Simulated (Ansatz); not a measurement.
This geometry of AlCl2H + H4Si (9 atoms, charge 0, multiplicity 1) is a first-order saddle point.

Theory: RKS PBE0/cc-pVDZ (Ansatz 0.2.0).

```xyz
9
Properties=species:S:1:pos:R:3
Al -0.060 -0.212 -0.028
H 0.265 0.402 1.546
Cl 1.606 0.078 -1.295
Cl -2.083 0.114 -0.540
Si 0.138 -2.612 1.018
H -0.208 -3.273 -0.288
H 1.508 -3.046 1.440
H -0.875 -3.011 2.047
H 0.251 -0.732 1.522
```

Problem. Which two structures does it join? (They come from a converged band through this point; their orientation in space is the band's.)

Solution. Bonds broken: Al1–H2, Si5–H9. Bonds formed: Al1–Si5, H2–H9. AlCl2H + H4Si becomes AlCl2H3Si + H2.

First end point:

```xyz
9
Properties=species:S:1:pos:R:3
Al -0.035 0.295 0.151
H 0.211 1.307 1.333
Cl 1.585 -0.307 -1.106
Cl -1.999 -0.024 -0.616
Si 0.164 -2.766 1.107
H -0.278 -3.009 -0.293
H 1.600 -3.100 1.334
H -0.734 -3.419 2.106
H 0.027 -1.271 1.406
```

Last end point:

```xyz
9
Properties=species:S:1:pos:R:3
Al -0.092 -0.713 -0.236
H 0.507 0.646 1.684
Cl 1.555 0.350 -1.072
Cl -2.020 0.115 -0.593
Si 0.158 -2.916 0.766
H -0.190 -3.975 -0.239
H 1.565 -3.138 1.233
H -0.770 -3.053 1.937
H -0.170 0.389 1.942
```

Problem. How far does it lie above each of them?

Solution. 35.4 kcal/mol above the first and 31.9 kcal/mol above the second. This is the barrier of this one path; another mechanism may lie lower. The orbitals stay closed-shell, which can raise the energy where a bond breaks towards radicals; this wasn't checked here.

Time of the run: 12 min on 2 threads of Intel(R) Xeon(R) Processor @ 2.50GHz (Skylake/Cascade Lake) (shared host), peak memory 0.25 GiB.
